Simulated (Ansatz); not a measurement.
`NB(F)[SeH]` at its PBE0-D4/def2-TZVP geometry, where that method's forces vanish. Charge 0, multiplicity 1.

```xyz
7

N    -0.6665   -0.5833   -0.8526
B     0.0497    0.2734   -0.0208
F     0.1497    1.5655   -0.3427
Se    0.9170   -0.3816    1.6193
H    -0.7847   -1.5643   -0.6784
H    -1.1112   -0.2499   -1.6909
H     1.4459    0.9403    1.9662
```

**Question.** What forces (eV/Å) does PBE-D4/def2-TZVPP give on these atoms in Ansatz? (Estimate.)

**Answer.** The calculation gave: 
```
N1  -0.027 -0.067 -0.018
B2   0.096 -0.183  0.222
F3   0.046  0.606 -0.153
Se4  0.008 -0.349  0.145
H5  -0.052 -0.345  0.046
H6  -0.158  0.099 -0.291
H7   0.087  0.239  0.050
```
